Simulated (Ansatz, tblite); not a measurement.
Cost and result up the ladder for Si20AsH28⁻ (49 atoms). The state is a singlet with charge -1. Geometry: PBE-D4/def2-SVP.

```
atom   x (Å)   y (Å)   z (Å)
 As1  -2.471  -2.580  -2.892
 Si2   0.137  -3.638   0.533
 Si3  -3.944  -1.492   0.595
 Si4  -3.422   1.151  -2.129
 Si5  -0.113  -0.595  -1.283
 Si6  -0.470   3.504  -2.121
 Si7  -1.607   1.659   1.062
 Si8   2.989   2.118  -1.502
 Si9  -0.538  -2.108   2.202
Si10   3.051  -2.908   2.559
Si11   2.034   0.688   1.763
Si12   3.369  -1.636  -0.926
Si13   1.198   4.316   1.172
Si14  -3.968  -1.099  -1.723
Si15   2.486  -3.428   0.324
Si16  -2.205  -0.493   1.835
Si17  -1.264   1.469  -1.252
Si18   1.983   0.219  -0.539
Si19   1.606   3.990  -1.126
Si20   0.385   2.327   2.136
Si21   1.484  -1.210   3.029
 H22  -3.586  -2.925  -3.924
 H23  -1.956  -1.457  -3.812
 H24  -0.675  -3.736  -0.726
 H25   0.025  -4.990   1.230
 H26  -3.959  -2.982   0.873
 H27  -5.259  -0.956   1.130
 H28  -3.461   1.384  -3.625
 H29  -4.468   2.063  -1.522
 H30   0.326  -0.624  -2.756
 H31  -0.284   3.385  -3.618
 H32  -1.424   4.662  -1.900
 H33  -2.713   2.609   1.476
 H34   3.139   1.954  -2.999
 H35   4.376   2.397  -0.957
 H36  -1.085  -2.957   3.340
 H37   2.867  -4.093   3.481
 H38   4.482  -2.443   2.702
 H39   3.378   1.228   2.206
 H40   3.367  -1.976  -2.400
 H41   4.819  -1.469  -0.520
 H42   0.214   5.454   1.343
 H43   2.469   4.738   1.879
 H44  -5.379  -1.410  -2.187
 H45   3.094  -4.754  -0.085
 H46  -2.783  -0.294   3.228
 H47   2.216   5.259  -1.691
 H48   0.153   2.548   3.618
 H49   1.387  -0.870   4.500
```

Ansatz on 2 threads of AMD EPYC 7R13 on a shared host and a share (18 GiB) of an NVIDIA H100 80GB HBM3; xTB runs through tblite on one thread. Times are rough, summed over both states, and most runs start from the orbitals of an earlier one. CAM-B3LYP-D4/def2-SVP serves as the yardstick here, not as an exact answer. The other state is a doublet.

The xTB rows come from tblite. HSE06 is defined as in plane-wave codes, on full-range PBE exchange. Single mean-field runs in def2-SVP are fitted with def2-universal-jkfit.

Raw xTB energies of ions are shifted by several eV.

| level | functions | vertical IE (eV) | difference from CAM-B3LYP-D4/def2-SVP (eV) |
| --- | --- | --- | --- |
| CAM-B3LYP-D4/def2-SVP | 532 | 3.73 | 0.00 |
| PBE-D4/def2-SVP (with forces) | 532 | 3.69 | -0.05 |
| r2SCAN-D4/def2-SVP | 532 | 3.67 | -0.06 |
| BLYP-D4/def2-SVP | 532 | 3.60 | -0.14 |
| HSE06-D4/def2-SVP (with forces) | 532 | 3.76 | 0.02 |
| GFN2-xTB | 217 | 6.96 | 3.23 |
| GFN1-xTB | 245 | 9.36 | 5.63 |
| PBE0-D4/def2-SVP | 532 | 3.76 | 0.03 |

**Question.** Estimate how long each takes.

**Answer.** GFN1-xTB 0.89 s; GFN2-xTB 1.1 s; BLYP-D4/def2-SVP 9.3 s; PBE-D4/def2-SVP (with forces) 10 s; PBE0-D4/def2-SVP 11 s; r2SCAN-D4/def2-SVP 14 s; CAM-B3LYP-D4/def2-SVP 16 s; HSE06-D4/def2-SVP (with forces) 19 s. On shared hardware such times vary by a factor of up to 3.
